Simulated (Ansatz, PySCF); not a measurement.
The pair A = H2O (SMILES O) (first 3 atoms), B = H4OSi (SMILES O[SiH3]); geometry from B3LYP-D3(BJ)/def2-TZVP.
(charge 0, multiplicity 1):
| atom | x (Å) | y (Å) | z (Å) |
|---|---|---|---|
| O | 0.2554 | -0.5303 | 0.3290 |
| H | -0.4467 | -0.9593 | -0.1722 |
| H | 0.6992 | 0.0626 | -0.2871 |
| O | -0.6259 | 0.7156 | 2.6911 |
| Si | -0.0297 | 0.2092 | 4.1340 |
| H | -0.3138 | 0.2787 | 1.8804 |
| H | -0.3294 | -1.2230 | 4.3966 |
| H | -0.6770 | 1.0359 | 5.1755 |
| H | 1.4441 | 0.3801 | 4.2266 |

MP2 and its Hartree–Fock in aug-cc-pV(Q+d)Z are density fitted. Rows in 6-31G* carry no dispersion term and start afresh at each structure (6-31G* with six Cartesian d functions). MP2/6-31G* freezes PySCF's default core.

Programs: Ansatz (Gaussian orbitals); PySCF for 6-31G* rows. Values without a source in brackets are computed.

Total energies (hartree), monomers frozen at their geometry in the pair:

```csv
structure,HF/aug-cc-pV(Q+d)Z,B3LYP/def2-TZVPPD,MP2/6-31G*
AB,-442.2949147,-443.7061842,-442.6015718
A in the pair's basis,-76.0655448,-76.4694507,-76.1992996
B in the pair's basis,-366.2220150,-367.2275475,-366.3907673
A,-76.0655050,-76.4694169,-76.1966955
B,-366.2219930,-367.2274943,-366.3898882
```

Problem. Work out the interaction energy without and with the counterpoise correction, and the superposition error, for each level.

Solution. 
E(AB) − E(A) − E(B), times 627.509 kcal/mol, with the monomers in their own basis and then in the pair's basis:
- HF/aug-cc-pV(Q+d)Z: -4.65 uncorrected, -4.62 corrected; the monomers gain 0.04 kcal/mol from borrowed functions
- B3LYP/def2-TZVPPD: -5.82 uncorrected, -5.76 corrected; the monomers gain 0.05 kcal/mol from borrowed functions
- MP2/6-31G*: -9.41 uncorrected, -7.22 corrected; the monomers gain 2.19 kcal/mol from borrowed functions

Ansatz is a quantum-chemistry and plane-wave program.
